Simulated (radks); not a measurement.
Effect of the nuclear size on the cobalt ion Co+, [Ar] 3d8. Method: Dirac Kohn-Sham, relativistic LDA (MacDonald-Vosko exchange, VWN5 correlation), spin-unpolarised, spherical densities, finite nucleus; open shells fill j = l - 1/2 first; Fermi nuclear charge, rms radius 3.7875 fm; computed with a radial shooting solver on a logarithmic mesh with Libxc functionals. The rms radius is varied about that value; shifts are against it.

rms radius (fm)  total energy shift (eV)  density at nucleus (e/bohr^3)  1s1/2 shift (meV)  2s1/2 shift (meV)  3s1/2 shift (meV)
3.3481                           -0.0292                      1.715e+04              -12.4              -1.14             -0.170
3.5678                           -0.0150                       1.71e+04              -6.36             -0.587             -0.088
3.7875                                 0                      1.705e+04              0.000              0.000              0.000
3.9352                            0.0106                      1.702e+04               4.48              0.414              0.062
4.17                              0.0282                      1.698e+04               11.9               1.10              0.164

Slopes of the eigenvalues against <r^2> in GHz/fm^2, as finite differences over the two radii next to the reference (eigenvalue slopes, not the field-shift constants of lines): 1s1/2 952, 2s1/2 87.8, 3s1/2 13.1.
